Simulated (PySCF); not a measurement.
# One molecule, several mistakes: BFH3NSi

Calculated results; nothing here was measured. They come from PySCF 2.14.0, an open-source quantum chemistry program, on an isolated molecule that a program drew, which may never have been made. The molecule is BFH3NSi (charge 0, singlet), drawn as the SMILES string `FBN[SiH]`.

Each row is a Hartree-Fock (HF) and frozen-core CCSD(T) single point in the cc-pV(D+d)Z basis, meant for a local HF minimum. Run 1 is clean. Each other run has one planted mistake out of seven kinds, and not every kind appears here: one electron removed, one electron added, multiplicity raised by two, geometry at a saddle point, minimal basis STO-3G, one bond length entered in bohr, all coordinates scaled. The reference is restricted for singlets and unrestricted otherwise, and also for a bond in bohr. Adding or removing an electron swaps singlet and doublet. Electrons count all cores. HOMO and LUMO are orbital energies over both spins, the gradient is its largest component, and the lowest frequency (negative if imaginary) is given only where the gradient is small. Bond lengths are over the 6 bonds as drawn. T1 is the CCSD diagnostic: over 0.02 (restricted) or 0.045 (unrestricted) a single reference is doubtful.

Geometry of the clean run:
```xyz
7
BFH3NSi, angstrom
F    -1.4081   -0.8380    1.4057
B    -0.9108   -1.2048    0.2206
N    -1.7249   -1.0927   -0.9333
Si   -1.2258   -1.5275   -2.5434
H     0.2091   -1.6174    0.1714
H    -2.6491   -0.7323   -0.7669
H    -2.5394   -1.1583   -3.2120
```

```
run  electrons  basis functions  <S^2>  HOMO (eV)  LUMO (eV)  gradient (hartree/bohr)  lowest frequency (cm^-1)  mean bond (Å)  longest bond (Å)      T1  HF (hartree)  CCSD(T) (hartree)                          mistake
  1         38               80  0.000      -9.19       1.09                  9.4e-06                       143         1.3690             1.741  0.0148    -469.34370         -469.91077                         no fault
  2         37               80  0.766     -18.51      -7.29                  5.3e-02                         -         1.3690             1.741  0.0199    -469.04212         -469.58103             one electron removed
  3         38               80  0.000      -9.60       0.61                  7.5e-02                         -         1.5045             1.913  0.0185    -469.28737         -469.87149           all coordinates scaled
  4         38               80  2.004      -7.55       0.06                  3.8e-02                         -         1.3690             1.741  0.0171    -469.29109         -469.83393       multiplicity raised by two
  5         38               80  0.762      -9.38       1.06                  2.6e-02                         -         1.5461             2.257  0.0668    -469.21536         -469.78556  one bond length entered in bohr
  6         39               80  0.772      -0.29       8.45                  7.2e-02                         -         1.3690             1.741  0.0180    -469.32846         -469.90357                                ?
```

**Which mistake was planted in run 6, and what did it cost?**

It counts 39 electrons, one more than the clean run, at the same geometry and basis. So the mistake is: one electron added. Subtracting run 1 and multiplying by 627.51 kcal/mol a hartree, the energy moved by 9.6 kcal/mol in HF and 4.5 kcal/mol in CCSD(T).

Cautions from the logs. Run 5: T1 is over the limit, so its CCSD(T) energy is less reliable; run 6: the added electron raises the CCSD(T) energy, so it isn't bound in this basis.
